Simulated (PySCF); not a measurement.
C6H11OPS.
Geometry (PBE0-D3(BJ)/def2-SVP, Å), atoms numbered from 1 in this order:
```xyz
20
C6H11OPS angstrom
C      2.9776   -0.3948   -0.2465
C      1.9368    0.6937   -0.3024
O      2.0885    1.7088   -0.9385
P      0.4049    0.4537    0.7419
C     -0.1417   -1.2394    0.1842
C     -1.6060   -1.4703    0.5428
S     -2.7602   -0.4417   -0.4076
C     -2.2155    1.2079    0.1239
C     -0.7660    1.5189   -0.2217
H      2.6360   -1.2551   -0.8453
H      3.1285   -0.7510    0.7839
H      3.9213   -0.0209   -0.6659
H     -0.0067   -1.3678   -0.9022
H      0.4890   -1.9824    0.7007
H     -1.7781   -1.3138    1.6214
H     -1.9005   -2.5063    0.3138
H     -2.8933    1.9035   -0.3950
H     -2.4035    1.3200    1.2052
H     -0.5885    1.3994   -1.3019
H     -0.5255    2.5631    0.0353
```

All values: PBE0/pcSseg-1 (PySCF, non-relativistic), on one gas-phase PBE0-D3(BJ)/def2-SVP geometry that isn't relaxed in the solvent. The solvent is an IEF-PCM continuum (Bondi radii, 1.10 Å for H, scaled by 1.2). Only the electrostatic response of the medium enters.

```tsv
run	E − E(gas) (kcal/mol)	HOMO (eV)	HOMO–LUMO gap (eV)	dipole (D)
gas	0.00	-6.60	5.70	2.37
P	-3.51	-6.57	5.72	2.76
Q	-6.46	-6.59	5.74	3.16
```

Task: The runs were made in benzene and tetrahydrofuran. Which run belongs to which solvent?

Result: P = benzene, Q = tetrahydrofuran. The dielectric constants are 2.271 (benzene), 7.426 (tetrahydrofuran), and the energy falls further as ε rises. In this model the ground state sees the solvent through ε alone.

Task: How constant is the ratio of the lowering to (ε − 1)/(2ε + 1)?

Result: 
| solvent | (ε − 1)/(2ε + 1) | E − E(gas) (kcal/mol) | ratio (kcal/mol) | polarisation term (kcal/mol) |
| --- | --- | --- | --- | --- |
| benzene | 0.229 | -3.51 | -15.3 | -3.77 |
| tetrahydrofuran | 0.405 | -6.46 | -15.9 | -7.39 |

The ratio changes by +4.1 % in size from benzene to tetrahydrofuran. The polarisation term is half the interaction of the solute with the induced surface charges.
